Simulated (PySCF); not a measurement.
## Excitation energy of Ni²⁺ by level of theory

Ni²⁺ [Ar] 3d8 (3F) → Ni²⁺ [Ar] 3d7 4p1 (high-spin determinant), as a difference of total energies. Calculation: PySCF 2.14, in aug-cc-pVDZ-DK (7s6p4d2f, 59 functions); scalar relativity by spin-free X2C-1e. Correlated levels: valence: [Ar] frozen. The calculations carry no spin-orbit coupling.

```
           method  excitation energy (cm⁻¹)
              UHF                     97844
    MP2 (valence)                    111530
SCS-MP2 (valence)                    111800
   CCSD (valence)                    109020
CCSD(T) (valence)                    109200
```

The determinant of the upper state mixes LS terms, which raises its energy above the lowest term, most at the Hartree-Fock and MP2 levels.
